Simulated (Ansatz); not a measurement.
Reactions of C₂HF₃Ti (`C#[C][Ti]([F])([F])[F]`).

Gas-phase electronic energies from Ansatz, PBE0-D4/def2-TZVP geometries. CBS: MP2 limit from def2 TZ/QZ plus the TZ coupled-cluster correction, frozen cores. This one scheme is used for every species. For Sc, Se, Ti outer-core shells are correlated without core-valence functions, which leaves a few kJ/mol of doubt a bond. Scalar relativity is left out up to krypton. One conformer a species, not always the lowest.

Problem. Order these by ΔE at CCSD(T)/CBS, lowest first. (An estimate is asked.)
A. `C#[C][Ti]([F])([F])[F]` + `[NH2][Sc]([OH])[OH]` → `C#[C][Ti]([OH])([F])[F]` + `[NH2][Sc]([OH])[F]`
B. `C#[C][Ti]([F])([F])[F]` + `CSB(Cl)Cl` → `C#[C][Ti]([F])([F])[Cl]` + `CSB(F)Cl`
C. `C#[C][Ti]([F])([F])[F]` + H₂Se → `[F][Ti]([F])([F])[SeH]` + acetylene
D. `C#[C][Ti]([F])([F])[F]` + `OCC(F)(F)F` → `FC(F)(F)C[O][Ti]([F])([F])[F]` + acetylene
E. `C#[C][Ti]([F])([F])[F]` + `NC[SiH2]F` → `[F][Ti]([F])([F])[F]` + `C#C[SiH2]CN`
F. `C#[C][Ti]([F])([F])[F]` + `CCOC(F)(F)F` → `CC[O][Ti]([F])([F])[F]` + `C#CC(F)(F)F`

Solution. D (-26.0 kcal/mol), F (-21.4 kcal/mol), C (-17.0 kcal/mol), E (-10.0 kcal/mol), B (-7.2 kcal/mol), A (-4.4 kcal/mol).

Largest T1 diagnostic: 0.023, for `C#[C][Ti]([F])([F])[Cl]`.
